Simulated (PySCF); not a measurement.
Compound: CH9Ge2PSe.
Numbering: `[CH3:1][GeH2:2][Se:3][GeH2:4][PH2:5]` (hydrogens: H6, H7, H8 on C1; H9, H10 on Ge2; H11, H12 on Ge4; H13, H14 on P5)

Cartesian coordinates in Å at the PBE0-D3(BJ)/def2-SVP level; atoms count from 1:
```xyz
14
CH9Ge2PSe angstrom
C      1.6128    0.2348    1.2813
Ge     1.5304    0.7193   -0.6032
Se     0.5125   -0.9985   -1.8802
Ge    -1.3789   -1.3381   -0.5229
P     -2.2202    0.7224    0.1604
H      2.0723   -0.7570    1.3933
H      0.6030    0.2189    1.7149
H      2.2158    0.9756    1.8275
H      0.7637    2.0393   -0.8115
H      2.9372    0.8383   -1.2198
H     -1.0100   -2.1358    0.7450
H     -2.3589   -2.1581   -1.3834
H     -3.4207    0.1550    0.6917
H     -2.8007    1.0108   -1.1111
```

Computed at PBE0/pcSseg-1 (PySCF, non-relativistic), with Q(73Ge) = −0.196 b: Ge2, 73Ge (I = 9/2): χzz = -66.65 MHz, η = 0.091; Ge4, 73Ge (I = 9/2): χzz = -47.82 MHz, η = 0.675.

Problem. Where would the pure quadrupole (NQR) lines of 73Ge at Ge2 fall for the rigid, isolated species?

Solution. From the eigenvalues of H = χ/[4I(2I − 1)] × [3Iz² − I(I + 1) + η(Ix² − Iy²)], steps between neighbouring levels, labelled as for η = 0: ±1/2↔±3/2 2.975 MHz, ±3/2↔±5/2 5.497 MHz, ±5/2↔±7/2 8.318 MHz, ±7/2↔±9/2 11.10 MHz (germanium bonded to C, Se and 2 H).

Problem. Where would the pure quadrupole (NQR) lines of 73Ge at Ge4 fall for the rigid, isolated species?

Solution. From the eigenvalues of H = χ/[4I(2I − 1)] × [3Iz² − I(I + 1) + η(Ix² − Iy²)], steps between neighbouring levels, labelled as for η = 0: ±1/2↔±3/2 5.512 MHz, ±3/2↔±5/2 3.977 MHz, ±5/2↔±7/2 5.432 MHz, ±7/2↔±9/2 7.668 MHz (germanium bonded to P, Se and 2 H).

In a crystal, neighbours and librations shift these lines. The calculation is non-relativistic, for germanium and selenium too. The basis is small and wasn't made for field gradients, so the couplings can be 20 % off.

These values come from a run that also computed NMR shieldings. On Arm Neoverse V1, one thread, shared host, this took 40 s of wall time.

One conformer stands for the species.
